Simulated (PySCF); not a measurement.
NMR data simulated for an unnamed compound:

¹H NMR (500 MHz, computed): δ 8.65 (q, 1H), 2.29 (d, 3H), 0.43 (s, 6H).

¹³C{¹H} NMR (computed): δ 180.9 (CH), 28.7 (CH3), 4.5 (CH3).

No solvent, relativity neglected, equivalent nuclei averaged, one conformer. Geometry from GFN2-xTB; PBE0/pcSseg-1 with gauge-including orbitals; PySCF.

References, each an isolated molecule treated in the same way: ¹H and ¹³C vs TMS.

Q: Which of these does the molecule contain: an S-methyl group, a nitrile, a Si–CH3 group, a tert-butyl group?

A: 
- An S-methyl group: no.
- A nitrile: no.
- A Si–CH3 group: yes (δC 4.5; δH 0.43 (s)).
- A tert-butyl group: no.

The data belong to SMILES C/C=N\[Si](C)(C)Cl, C$_{4}$H$_{10}$ClNSi; they needn't prove each group on their own.

Carbon signals by region: 1 in the far downfield region (above 160 ppm), 2 below 50 ppm. Above 160 ppm: 180.9, C=N carbon.

Shifts are as computed. Against solution values, carbons near 30 ppm lie about +3 ppm off and those near 130 ppm about +5 ppm. Of 1309 compounds with measured shifts, 239 miss one by over three times the rms of a fit or turn the order of signals round; such compounds aren't used in these exercises. No couplings were computed; multiplicities are counted from neighbouring protons, with m where these are inequivalent, close in shift, in a saturated or five-membered ring or joined by F or P, and br s for small geminal =CH2 splittings.
